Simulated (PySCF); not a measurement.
**Do core-level shifts follow atomic charges?**

Species: AlCl2(iBu), C₄H₉AlCl₂.
Structure used (PBE0-D3(BJ)/def2-SVP), in Å, numbered top down from 1:
```
atom  x, y, z in Å
Al1    0.9519    1.4697    1.1913
Cl2    3.0552    1.4444    1.2453
Cl3    0.0812    3.3809    1.0605
C4    -0.0928   -0.1728    1.2828
C5    -0.4487   -0.7396   -0.1026
C6     0.8044   -1.0275   -0.9217
C7    -1.3943    0.1849   -0.8599
H8    -1.0107    0.0177    1.8658
H9     0.4993   -0.9089    1.8545
H10   -0.9740   -1.7004    0.0521
H11    1.3591   -0.0955   -1.1434
H12    0.5591   -1.4914   -1.8895
H13    1.4970   -1.6957   -0.3877
H14   -0.9234    1.1647   -1.0594
H15   -2.3153    0.3794   -0.2892
H16   -1.6823   -0.2437   -1.8324
```

Binding energies: delta-SCF UKS SCAN, pcX-2 on the ionised atom, pcseg-1 elsewhere, spin-free X2C in PySCF. Charges: PBE0/pcSseg-1 (pcSseg-2 on Al) ground-state density, for the ionised atom.

```json
{"atom": "C4", "environment": "carbon bonded to Al, C and 2 H", "C 1s (eV)": "290.13", "Mulliken (e)": "-0.467", "IAO (e)": "-0.625", "Hirshfeld (e)": "-0.207", "ESP (e)": "-0.372"}
{"atom": "C6", "environment": "carbon bonded to C and 3 H", "C 1s (eV)": "290.82", "Mulliken (e)": "-0.238", "IAO (e)": "-0.402", "Hirshfeld (e)": "-0.112", "ESP (e)": "-0.508"}
{"atom": "C5", "environment": "carbon bonded to 3 C and H", "C 1s (eV)": "291.01", "Mulliken (e)": "-0.377", "IAO (e)": "-0.077", "Hirshfeld (e)": "-0.018", "ESP (e)": "+0.395"}
```

**Question.** How well does each charge scheme correlate with the binding energies over these sites?

**Answer.** Hirshfeld: r = 0.95, slope 4.7 eV per e; IAO: r = 0.91, slope 1.5 eV per e; Mulliken: r = 0.66, slope 2.6 eV per e; ESP: r = 0.56, slope 0.5 eV per e. Hirshfeld charges have the highest r, on only 3 points.

**Question.** The point-charge model writes a binding energy as kq + V + constant, with V the potential of the other atoms' charges at the site. What does it give with the ESP charges?

**Answer.** V = Σ 14.40 eV Å × q/r over all other atoms: +6.13 eV at C4, +7.21 eV at C6, -5.88 eV at C5. Fitting binding energy − V to q gives k = 15.4 eV per e and leaves an rms residual of 0.70 eV, against 0.31 eV for the fit on q alone. The model has no term for differences in relaxation between sites.

One conformer (not necessarily the lowest) at the PBE0-D3(BJ)/def2-SVP geometry, without solvent, vibrations or thermal averaging.
